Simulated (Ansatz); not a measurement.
```xyz
2

Mg    0.0000    0.0000    0.0000
Si    0.0000    0.0000    2.4343
```

Basis set: pcseg-2 (spherical functions). Charge 0, multiplicity 1.

Computed with Ansatz (development build ahead of 0.2.0); each method stands on the lowest determinant of its kind that the runs found. Restricted functionals stand beside restricted open-shell atoms, which can lie above the unrestricted atoms usual in DFT and then raise those values.

The atomization energy at this shape (free ground-state atoms in the same class of orbitals less the molecule, no zero-point energy) of singlet MgSi:

| method | atomization energy |
| --- | --- |
| PBE0 (unrestricted) | 17.64 kcal/mol |

**Question.** What does PBE0 (restricted) give?

**Answer.** -0.08 kcal/mol. Caution for PBE0 (unrestricted): the unrestricted determinant is a mixture of spin states. Caution for PBE0 (restricted): an unrestricted determinant lies well below.

The shape needn't be a minimum at these levels.
